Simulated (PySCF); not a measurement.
H₃AlFNO, SMILES [NH2][Al]([F])[OH], PBE0/def2-SVP optimised geometry.

```
7

Al     0.10    -0.05     0.00
F      1.77    -0.05     0.00
O     -0.76    -1.51     0.00
H     -0.37    -2.39     0.00
N     -0.76     1.47     0.00
H     -1.77     1.56     0.00
H     -0.32     2.39     0.00
```

Density from PySCF with PBE0/def2-TZVP at that geometry.

Minimum of the electron density along straight lines between bonded atoms, close to the bond critical point (lines longer than 1.1 times the sum of covalent radii, or with two minima, are not listed):

| bond | length / Å | ρ at the minimum / e bohr⁻³ | ∇²ρ there / e bohr⁻⁵ | position (fraction from the first atom) |
|---|---|---|---|---|
| Al1–F2 | 1.664 | 0.109 | 0.88 | 0.43 |
| Al1–O3 | 1.693 | 0.111 | 0.81 | 0.43 |
| O3–H4 | 0.957 | (withheld) | (withheld) | 0.81 |
| Al1–N5 | 1.754 | 0.108 | (withheld) | 0.42 |
| N5–H6 | 1.013 | 0.332 | -1.61 | 0.74 |
| N5–H7 | 1.012 | 0.332 | -1.62 | 0.74 |

Problem. Fill in the missing entries.

Solution. 
- O3–H4, ρ at the minimum / e bohr⁻³: 0.358
- O3–H4, ∇²ρ there / e bohr⁻⁵: -2.45
- Al1–N5, ∇²ρ there / e bohr⁻⁵: 0.63
